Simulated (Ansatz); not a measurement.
Mulliken charges of CH₅ClGeOSi (`[CH3][Ge]1([Cl])[O][SiH2]1`) from ωB97M-V/def2-TZVPP in Ansatz (PBE0-D4/def2-TZVP geometry).

```json
{"atom": "C1", "x (Å)": "-1.192", "y (Å)": "-1.313", "z (Å)": "0.493", "charge (e)": "-0.387"}
{"atom": "Ge2", "x (Å)": "0.404", "y (Å)": "-0.226", "z (Å)": "0.353", "charge (e)": "0.451"}
{"atom": "Cl3", "x (Å)": "2.091", "y (Å)": "-1.535", "z (Å)": "0.678", "charge (e)": "-0.288"}
{"atom": "O4", "x (Å)": "0.525", "y (Å)": "0.455", "z (Å)": "-1.399", "charge (e)": "-0.492"}
{"atom": "Si5", "x (Å)": "0.790", "y (Å)": "1.826", "z (Å)": "-0.520", "charge (e)": "0.333"}
{"atom": "H6", "x (Å)": "-1.126", "y (Å)": "-2.102", "z (Å)": "-0.257", "charge (e)": "0.147"}
{"atom": "H7", "x (Å)": "-2.071", "y (Å)": "-0.697", "z (Å)": "0.307", "charge (e)": "0.133"}
{"atom": "H8", "x (Å)": "-1.252", "y (Å)": "-1.758", "z (Å)": "1.486", "charge (e)": "0.137"}
{"atom": "H9", "x (Å)": "-0.240", "y (Å)": "2.892", "z (Å)": "-0.596", "charge (e)": "-0.022"}
{"atom": "H10", "x (Å)": "2.154", "y (Å)": "2.408", "z (Å)": "-0.542", "charge (e)": "-0.012"}
```

Problem. By hand: the dipole of these point charges (1 e Å = 4.8032 D).

Solution. Σ q r = (-0.587, 0.497, 0.515) e Å, of length 0.926 e Å = 4.45 D.

Problem. How does the dipole of the full density compare? (Best estimate.)

Solution. Computed: (-0.429, 0.301, 0.255) e Å, 2.80 D; the point charges give 1.59 times that, at 9° from its direction.

Point charges leave out the atoms' own dipoles, such as those of lone pairs, and Mulliken's split depends on the basis, so the two needn't agree.
